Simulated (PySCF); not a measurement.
HIMgSe. Atoms are numbered in the order given.

```xyz
4

Mg    -0.0067    -0.5073     0.0000
I      0.0008     2.0485     0.0000
Se    -0.0410    -2.9277     0.0000
H      1.4334    -2.9391     0.0000
```

Geometry: PBE0-D3(BJ)/def2-SVP. The def2 effective core potentials stand for the cores of I; spin–orbit coupling is left out. The values are those of a single conformer.

Computed with CAM-B3LYP/def2-TZVPD run with PySCF.

Gas-phase values at a fixed geometry.

Task: Estimate the frontier levels, gap, dipole moment and polarisability. (Estimate from the structure and the level; the computed values follow.)

Result: 
```
Quantity                                                                                                         Value
---------------------------------------------------------------------------------------------  -----------------------
highest occupied level                                                                                        -8.36 eV
lowest empty level                                                                                            -1.04 eV
orbital gap                                                                                                    7.32 eV
dipole moment                                                                                                   0.57 D
quadrupole, principal values (traceless, Buckingham form, about the centre of nuclear charge)  -14.12, 3.68, 10.44 D·Å
mean static polarisability                                                                       94.3 bohr³ (13.97 Å³)
polarisability, principal values                                                               77.2, 79.2, 126.4 bohr³
```
